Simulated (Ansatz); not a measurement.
Gas-phase electronic energies from Ansatz, PBE0-D4/def2-TZVP geometries. CCSD(T)/CBS is the MP2 limit (def2-TZVPP, def2-QZVPP) plus CCSD(T) − MP2 in def2-TZVPP, frozen cores. For Br outer-core shells are correlated without core-valence functions, which leaves a few kJ/mol of doubt a bond. Scalar relativity is left out up to krypton. Each species was taken in one conformer, which may not be the lowest.

Reaction (substitution at a C–Si bond): `CO[SiH](C)F` + `C[Si](N)(O)Br` → `CO[Si](C)(N)Br` + `CO[SiH2]F`

| species | MP2/def2-TZVPP energy (Eh) |
| --- | --- |
| `CO[SiH](C)F` | -544.25367 |
| `C[Si](N)(O)Br` | -3033.30263 |
| `CO[Si](C)(N)Br` | -3072.50336 |
| `CO[SiH2]F` | -505.01056 |

(1) Work out ΔE.

Largest T1 diagnostic among the species: 0.011.

## Answers

(1) ΔE = (-3072.50336) + (-505.01056) − (-544.25367) − (-3033.30263) = 0.04238 Eh = +26.6 kcal/mol. CCSD(T)/CBS gives +26.3 kcal/mol.

In def2-TZVPP, CCSD(T) changes the Hartree–Fock value by +2.3 kcal/mol (the triples alone add +0.1 kcal/mol) and MP2 by +3.4 kcal/mol.
